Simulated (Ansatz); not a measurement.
The pair A = C2H2 (SMILES C#C) (first 4 atoms), B = CH2O2 (SMILES O=CO); geometry from B3LYP-D3(BJ)/def2-TZVP.
(charge 0, multiplicity 1):
```xyz
9

C      0.580     0.207    -0.088
C     -0.173    -0.554     0.450
H      1.243     0.874    -0.583
H     -0.831    -1.211     0.970
O     -0.989    -0.958     3.516
C     -0.299    -0.096     3.988
O      0.516     0.713     3.306
H     -0.250     0.141     5.059
H      0.463     0.491     2.354
```

Frozen-core correlation. MP2 and its Hartree–Fock in aug-cc-pVTZ are density fitted.

The values were computed with Ansatz (a first-principles code). Each number belongs to the level named beside it.

The counterpoise-corrected interaction energy is E(AB) − E(A in the pair's basis) − E(B in the pair's basis). Total energies (hartree):

```
level                          AB  A in the pair's basis  B in the pair's basis
-------------------  ------------  ---------------------  ---------------------
HF/aug-cc-pVDZ       -265.6303083            -76.8288139           -188.7973303
MP2/aug-cc-pVDZ      -266.4251281            -77.0920458           -189.3265790
HF/aug-cc-pVTZ       -265.6988920            -76.8504572           -188.8440213
MP2/aug-cc-pVTZ      -266.6585781            -77.1641229           -189.4867141
CCSD(T)/aug-cc-pVDZ  -266.4828173            -77.1205151           -189.3560988
```

Task: Work out the counterpoise-corrected interaction energy at the basis-set limit: extrapolate the MP2 correlation part as X⁻³, take Hartree–Fock from the larger set, and add the CCSD(T) − MP2 difference of aug-cc-pVDZ.

Result: 
1. Differences (1 hartree = 627.509 kcal/mol): HF/aug-cc-pVDZ -2.613; MP2/aug-cc-pVDZ -4.081; HF/aug-cc-pVTZ -2.769; MP2/aug-cc-pVTZ -4.858; CCSD(T)/aug-cc-pVDZ -3.893.
2. Correlation parts, MP2 less HF: -1.468 in aug-cc-pVDZ (X = 2), -2.088 in aug-cc-pVTZ (X = 3).
3. Limit (3³·(-2.088) − 2³·(-1.468))/(3³ − 2³) = -2.349; with HF/aug-cc-pVTZ it gives -5.119.
4. CCSD(T) less MP2 in aug-cc-pVDZ: 0.188.
Result: -4.93 kcal/mol, against -4.08 at MP2/aug-cc-pVDZ. It is an estimate of this method's limit, not of the exact value.
